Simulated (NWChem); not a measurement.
System: digermane (Ge₂H₆); SMILES [GeH3][GeH3]

The following NWChem deck was run.

```
start job
memory heap 200 mb stack 900 mb global 1100 mb
geometry units angstroms noautoz
  Ge     0.000000     0.000000    -1.224586
  Ge     0.000000     0.000000     1.224586
  H     -1.022706     1.024225    -1.771136
  H     -0.375651    -1.397802    -1.771136
  H      1.398358     0.373577    -1.771136
  H      0.373577     1.398358     1.771136
  H      1.024225    -1.022706     1.771136
  H     -1.397802    -0.375651     1.771136
end
basis spherical
  Ge library 6-31g*
  H library 6-31g*
end
dft
  xc xwpbe 0.80 cpbe96 1.0 hfexch 1.00
  cam 0.2 cam_alpha 0.2 cam_beta 0.8
  iterations 150
  mulliken
end
task dft energy
```

Geometry: optimised at B3LYP/6-31G* (spherical d).

Question: Give the results of this calculation. (LRC-wPBEh/6-31G* (spherical d).) Quantities: energy (Ha); highest occupied level (eV); orbital gap (eV).

Answer: 
```json
{
  "energy (Ha)": "-4156.51",
  "highest occupied level (eV)": "-9.89",
  "orbital gap (eV)": "11.76"
}
```
